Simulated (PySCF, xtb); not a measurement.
C2H8FNOSi, SMILES CC[Si@](N)(O)F. One conformer was computed; it need not be the lowest.

Harmonic wavenumbers (cm⁻¹) from GFN2-xTB (xtb) at its own minimum, in rising order: 44, 121, 135, 154, 193, 223, 246, 268, 284, 348, 518, 665, 724, 763, 796, 855, 879, 957, 997, 1030, 1083, 1245, 1308, 1418, 1489, 1506, 1509, 1510, 2965, 2988, 3014, 3043, 3049, 3480, 3528, 3671.

### Question
What does PBE-D3(BJ)/def2-SVP (PySCF 2.14.0) give at its own minimum? (Estimate from the structure and the level; the computed values follow.)

### Answer
34, 131, 161, 197, 213, 232, 288, 310, 332, 358, 372, 631, 674, 747, 807, 829, 889, 917, 950, 968, 1022, 1207, 1224, 1343, 1377, 1426, 1431, 1483, 2964, 2976, 3026, 3045, 3057, 3510, 3609, 3775. Paired by order, the mean absolute difference is 42 cm⁻¹ and the zero-point energies are 67.2 and 66.5 kcal/mol.
